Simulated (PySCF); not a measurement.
**Orbital energies and ionisation energy**

Compound: arsenic tetramer, As4.
Atom-mapped SMILES: `[As:1]12[As:2]3[As:3]1[As:4]23`

Structure used (PBE0-D3(BJ)/def2-SVP), in Å, numbered top down from 1:
```xyz
4
As4 angstrom
As    -0.9812    0.0031   -1.1180
As     0.6760    1.3166    0.0882
As     1.0589   -1.0530   -0.3146
As    -0.6499   -0.3475    1.2682
```

Level: wB97X-D/def2-SVPD (PySCF). Frontier orbitals with their largest atomic shares (Löwdin; up to four atoms above 4 %):

| orbital | ε (eV) | main atoms |
| --- | --- | --- |
| HOMO−3 | -9.58 | As3 27 %, As2 26 %, As4 24 %, As1 23 % |
| HOMO−2 | -9.58 | As4 29 %, As2 27 %, As1 22 %, As3 22 % |
| HOMO−1 | -8.63 | ? |
| HOMO | -8.63 | ? |
| LUMO | 0.60 | As1 36 %, As2 32 %, As4 21 %, As3 11 % |
| LUMO+1 | 0.60 | As1 37 %, As3 36 %, As4 17 %, As2 10 % |
| LUMO+2 | 0.60 | As4 36 %, As2 33 %, As3 28 % |

Question: What vertical ionisation energy does ΔSCF give, and how far is −ε(HOMO) from it?

Answer: ΔSCF: 8.82 eV (851 kJ/mol; threshold wavelength 141 nm); ⟨S²⟩ of the doublet left behind is 0.757, against 0.75 for a pure doublet. −ε(HOMO) is 8.63 eV, 0.19 eV below it. In exact Kohn–Sham theory the two would be equal; wB97X-D (range-separated hybrid) comes within 0.19 eV of that here.

Question: On which atoms does the HOMO lie?

Answer: HOMO: As1 25 %, As4 25 %, As2 25 %, As3 25 %; HOMO−1: As1 25 %, As3 25 %, As2 25 %, As4 25 %. These 2 orbitals lie within 0.02 eV of one another. The HOMO−2 lies 0.95 eV lower.

Question: With α = 115.9 au, estimate the like-pair dispersion coefficient by London's formula C6 = (3/4)α²I.

Answer: I = 0.3240 Eh, so C6 ≈ 3270 au, a rough estimate.

Question: How many of the 10 lowest singlet excitations (vertical TDDFT, same level) lie below the ionisation energy?

Answer: All 10; they run from 4.50 to 5.17 eV.

Question: What total energies stand behind the ΔSCF value?

Answer: E(N) = -8942.74172 Eh and E(N − 1) = -8942.41769 Eh at the same geometry, 0.32403 Eh apart.

Isolated species at its PBE0-D3(BJ)/def2-SVP geometry, gas phase. The calculation is non-relativistic, for arsenic too.

wB97X-D is run here without its empirical dispersion term; that term would change no orbital, density or response property at a fixed geometry.
